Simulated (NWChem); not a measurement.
System: C₂H₆Cl₂Si; SMILES C[Si](C)(Cl)Cl

All runs: NWChem. Coordinates come from a PBE0/def2-SVP optimisation. Level: PBE0/aug-cc-pVDZ; rows give the wavelength of the field.

```csv
field,isotropic polarisability (bohr³),anisotropy (bohr³)
static,[?],4.8
1065 nm,78.4,4.9
589 nm,79.9,4.9
400 nm,82.6,5.1
```

**Question.** Fill in the missing entries.

**Answer.** 
- static, isotropic polarisability (bohr³): 77.8
